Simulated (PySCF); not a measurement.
## `CO[SiH2]CBr`, C$_{2}$H$_{7}$BrOSi

Molfile (atoms numbered from 1):
```
C2H7BrOSi
     RDKit          3D

 12 11  0  0  0  0  0  0  0  0999 V2000
   -2.1646   -0.1943    0.2640 C   0  0  0  0  0  0  0  0  0  0  0  0
   -0.7876   -0.4139    0.3139 O   0  0  0  0  0  0  0  0  0  0  0  0
    0.3744    0.4960   -0.3441 Si  0  0  0  0  0  4  0  0  0  0  0  0
    1.9363   -0.4519    0.1592 C   0  0  0  0  0  0  0  0  0  0  0  0
    3.4470    0.5315   -0.5666 Br  0  0  0  0  0  0  0  0  0  0  0  0
   -2.6555   -0.9998    0.8101 H   0  0  0  0  0  0  0  0  0  0  0  0
   -2.5166   -0.1886   -0.7694 H   0  0  0  0  0  0  0  0  0  0  0  0
   -2.4187    0.7629    0.7235 H   0  0  0  0  0  0  0  0  0  0  0  0
    0.4153    1.8510    0.2102 H   0  0  0  0  0  0  0  0  0  0  0  0
    0.2829    0.5652   -1.8043 H   0  0  0  0  0  0  0  0  0  0  0  0
    1.9958   -1.4539   -0.2553 H   0  0  0  0  0  0  0  0  0  0  0  0
    2.0925   -0.5050    1.2327 H   0  0  0  0  0  0  0  0  0  0  0  0
  1  2  1  0
  2  3  1  0
  3  4  1  0
  4  5  1  0
  1  6  1  0
  1  7  1  0
  1  8  1  0
  3  9  1  0
  3 10  1  0
  4 11  1  0
  4 12  1  0
M  END
```

Method used: GIAO PBE0/pcSseg-1 magnetisability, rotational g tensor and spin-rotation constants, non-relativistic, gas phase (PySCF). Geometry: GFN2-xTB.

The calculation is non-relativistic, which matters for the atoms heavier than Zn.

Problem. Give the nuclear spin-rotation constants along the inertial axes (H = +C I·J) beside the isotropic shieldings.

Solution. Rotational constants 14.9471, 0.7704, 0.7457 GHz. A star marks the isotopologue with that one atom substituted, in its own axes.
```
atom  isotope  Caa (kHz)  Cbb (kHz)  Ccc (kHz)  mean (kHz)  σ (ppm)
 Br5     79Br      5.052      0.800      0.746       2.199   2603.9
  H6       1H     -0.809      0.002     -0.074      -0.294     27.7
  H7       1H     -1.495     -0.045      0.001      -0.513     28.0
  H8       1H     -1.496     -0.045      0.001      -0.513     28.0
  H9       1H     -1.308     -0.033     -0.002      -0.448     27.1
 H10       1H     -1.308     -0.033     -0.002      -0.448     27.1
 H11       1H     -1.675     -0.040     -0.013      -0.576     29.0
 H12       1H     -1.675     -0.040     -0.013      -0.576     29.0
  C1     13C*      2.129      0.165      0.164       0.819    133.3
  O2     17O*     -1.509     -0.023     -0.022      -0.518    330.8
 Si3    29Si*     -7.998     -0.497     -0.467      -2.987    374.8
  C4     13C*      1.783      0.118      0.117       0.673    167.2
```
For the geometry as given, no vibrational averaging.

Problem. How do the rotational constants and the g tensor change when H6, H7, H8, H9, H10, H11, H12 are replaced by deuterium?

Solution. Constants 10.2502, 0.7026, 0.6789 GHz; g -0.0348, -0.0050, -0.0044, against -0.0502, -0.0053, -0.0047 before.
